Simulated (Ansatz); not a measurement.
Z-matrix (Å, degrees):
```
Si
Si 1 2.346
N 1 1.722 2 107.7
H 1 1.489 2 109.2 3 117.5
H 1 1.496 2 108.9 3 -126.5
F 2 1.612 1 108.6 3 52.8
H 2 1.487 1 112.3 3 -65.6
H 2 1.488 1 112.1 3 171.6
H 3 1.008 1 119.2 2 -48.4
H 3 1.008 1 120.0 2 169.3
```

Total charge 0; spin multiplicity 1.

(1) List the CAM-B3LYP/def2-TZVPP orbital energies in eV (Ansatz 0.2.0). (Best estimate.)

Answers

(1) The calculation gave: Occupied: -1801.71, -1801.08, -673.25, -391.13, -146.19, -145.63, -101.58, -101.49, -101.48, -100.96, -100.95, -100.94, -34.33, -25.49, -17.67, -16.31, -15.46, -14.17, -14.12, -13.75, -12.81, -11.49, -10.91, -9.71, -8.86. Lowest empty: 0.29, 1.25, 2.06, 2.50, 2.63, 2.91, 3.31, 3.56.
